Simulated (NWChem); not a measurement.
Molecule: SiNH$_{3}$, singlet; SMILES [SiH]N

```xyz
5

Si     0.1161    -0.6872     0.0000
H     -1.4100    -0.8864     0.0000
N      0.0170     1.0284     0.0000
H     -0.8303     1.5879     0.0000
H      0.8492     1.6100     0.0000
```
Atoms are numbered in this order, from 1.

All runs: NWChem. Pople sets run with spherical d functions. Low-valent species are run as closed-shell singlets; no triplet was tried in these runs. All runs use the structure optimised with PBE0/def2-SVP. GIAO values for the isolated, static molecule; σ is the absolute isotropic shielding, δ = σ(reference) − σ with the isolated reference molecule computed at the same levels (1H: tetramethylsilane, 15N: ammonia, 29Si: tetramethylsilane).

Q: Predict the results for B3LYP/6-31G*. Quantities: δ Si1 (ppm); δ H2 (ppm); δ N3 (ppm); δ H4 (ppm); δ H5 (ppm).

A: 
```yaml
"δ Si1 (ppm)": 292.9
"δ H2 (ppm)": 7.89
"δ N3 (ppm)": 152.2
"δ H4 (ppm)": 5.78
"δ H5 (ppm)": 5.20
```
